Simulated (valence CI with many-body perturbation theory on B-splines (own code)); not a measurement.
# Level structure of Lu21+

Computed by relativistic CI+MBPT: four valence electrons over a frozen Dirac-Fock core [Kr] 4d10, a basis of 7 s, 7 p, 7 d, 7 f, 4 g, 2 h functions for each j, with the one-electron correlation potential Σ1 (screened to all orders), the two-electron term Σ2, the three-electron term Σ3, Breit, model QED; selected single and double excitations, second order for the rest, scaled by the run's own slope (own B-spline code, finite nucleus).

No measured spectrum was set against this ion. As an estimate, terms of the open shell hold to a few per cent of their energy, and close levels can change places.

Levels 91 to 135 of 198, with energies above the lowest level, 4f4 5I_4. "Leading %" is the weight of the configuration and term that name the level; weights of strongly mixed levels are sums over their largest components and can fall short. In the jj column 3d3/2^4 stands for four electrons in 3d with j = 3/2.

```tsv
No.	Configuration	Term	J	E (eV)	Leading %	Second component	g	Leading jj
91	4f4	3D	1	20.257	93	6 % 4f4 3P	0.569	4f5/2 4f7/2^3 (61 %)
92	4f4	3D	2	20.725	31	25 % 4f4 1D	1.092	4f5/2^2 4f7/2^2 (44 %)
93	4f4	1H	5	21.472	68	21 % 4f4 3H	1.012	4f5/2 4f7/2^3 (44 %)
94	4f4	1S	0	22.161	77	22 % 4f4 3P		4f5/2 4f7/2^3 (60 %)
95	4f4	3F	4	22.806	90	5 % 4f4 1G	1.227	4f5/2^2 4f7/2^2 (49 %)
96	4f4	3F	2	23.140	76	12 % 4f4 3D	0.782	4f5/2^2 4f7/2^2 (43 %)
97	4f4	3F	3	23.223	87	8 % 4f4 3D	1.090	4f5/2 4f7/2^3 (90 %)
98	4f4	3H	6	23.259	58	41 % 4f4 1I	1.094	4f5/2^2 4f7/2^2 (74 %)
99	4f4	3P	2	23.493	89	4 % 4f4 3D	1.449	4f5/2^2 4f7/2^2 (50 %)
100	4f4	3H	4	23.660	93	4 % 4f4 1G	0.812	4f5/2^2 4f7/2^2 (58 %)
101	4f4	1I	6	24.484	56	41 % 4f4 3H	1.066	4f5/2 4f7/2^3 (78 %)
102	4f4	3H	5	24.558	74	25 % 4f4 1H	1.024	4f5/2 4f7/2^3 (93 %)
103	4f4	3P	1	25.200	97		1.478	4f5/2 4f7/2^3 (86 %)
104	4f4	3P	0	26.343	88	11 % 4f4 1S		4f7/2^4 (63 %)
105	4f4	1G	4	27.657	96		0.998	4f5/2^2 4f7/2^2 (50 %)
106	4f4	1D	2	33.939	99		0.998	4f5/2^2 4f7/2^2 (64 %)
107	4f4	1S	0	39.601	98			4f5/2^2 4f7/2^2 (66 %)
108	4f3.5s	5I°	4	60.469	89	10 % 4f3.5s 3H°	0.620	4f5/2^3 5s (76 %)
109	4f3.5s	5I°	5	61.228	75	14 % 4f3.5s 3I°	0.904	4f5/2^3 5s (59 %)
110	4f3.5s	5I°	6	62.562	88	8 % 4f3.5s 3I°	1.068	4f5/2^2 4f7/2 5s (82 %)
111	4f3.5s	3I°	5	63.339	68	20 % 4f3.5s 5I°	0.867	4f5/2^2 4f7/2 5s (68 %)
112	4f3.5s	5I°	7	63.874	93		1.170	4f5/2 4f7/2^2 5s (68 %)
113	4f3.5s	5F°	1	64.368	79	18 % 4f3.5s 3D°	0.120	4f5/2^3 5s (63 %)
114	4f3.5s	5F°	2	64.780	69	15 % 4f3.5s 3D°	1.054	4f5/2^3 5s (56 %)
115	4f3.5s	5I°	8	65.116	90	9 % 4f3.5s 3K°	1.236	4f5/2 4f7/2^2 5s (49 %)
116	4f3.5s	3I°	6	65.278	82	8 % 4f3.5s 5I°	1.018	4f5/2 4f7/2^2 5s (51 %)
117	4f3.5s	3H°	4	65.531	44	23 % 4f3.5s 3G°	0.944	4f5/2^2 4f7/2 5s (70 %)
118	4f3.5s	3G°	5	65.582	33	22 % 4f3.5s 3H°	1.146	4f5/2^2 4f7/2 5s (83 %)
119	4f3.5s	5F°	3	65.640	86	6 % 4f3.5s 3D°	1.229	4f5/2^2 4f7/2 5s (73 %)
120	4f3.5s	5S°	2	65.908	64	16 % 4f3.5s 3P°	1.703	4f5/2^2 4f7/2 5s (66 %)
121	4f3.5s	5G°	2	66.305	83	10 % 4f3.5s 3F°	0.452	4f5/2^3 5s (52 %)
122	4f3.5s	5F°	4	66.386	65	13 % 4f3.5s 3H°	1.207	4f5/2^2 4f7/2 5s (61 %)
123	4f3.5s	5G°	3	66.657	68	21 % 4f3.5s 3G°	0.891	4f5/2^2 4f7/2 5s (69 %)
124	4f3.5s	3I°	7	66.900	80	9 % 4f3.5s 1K°	1.116	4f5/2 4f7/2^2 5s (52 %)
125	4f3.5s	3F°	2	66.942	62	12 % 4f3.5s 1D°	0.831	4f5/2^2 4f7/2 5s (74 %)
126	4f3.5s	3G°	3	67.412	47	30 % 4f3.5s 3F°	0.902	4f5/2^2 4f7/2 5s (81 %)
127	4f3.5s	5F°	5	67.434	58	28 % 4f3.5s 3H°	1.254	4f5/2 4f7/2^2 5s (84 %)
128	4f3.5s	3S°	1	67.452	47	18 % 4f3.5s 3P°	1.435	4f5/2^2 4f7/2 5s (76 %)
129	4f3.5s	5G°	4	67.523	68	8 % 4f3.5s 1G°	1.128	4f5/2^2 4f7/2 5s (79 %)
130	4f3.5s	3H°	6	67.907	67	24 % 4f3.5s 5G°	1.191	4f5/2 4f7/2^2 5s (72 %)
131	4f3.5s	3K°	6	68.245	88	9 % 4f3.5s 3I°	0.877	4f5/2^2 4f7/2 5s (54 %)
132	4f3.5s	3K°	7	68.483	68	22 % 4f3.5s 1K°	1.023	4f5/2^2 4f7/2 5s (64 %)
133	4f3.5s	3G°	3	68.520	51	31 % 4f3.5s 3F°	0.924	4f5/2^2 4f7/2 5s (43 %)
134	4f3.5s	3F°	4	68.699	53	23 % 4f3.5s 1G°	1.097	4f5/2 4f7/2^2 5s (72 %)
135	4f3.5s	1H°	5	68.713	56	18 % 4f3.5s 5G°	1.064	4f5/2 4f7/2^2 5s (72 %)
```

Names give the largest LS component (configuration and term), which can be under half, so a name can repeat, a term be missing and a line seem to break the LS rules; names also repeat where a configuration has a term twice.

Where two levels of one J and parity lie close, their mixing, g and order are uncertain.
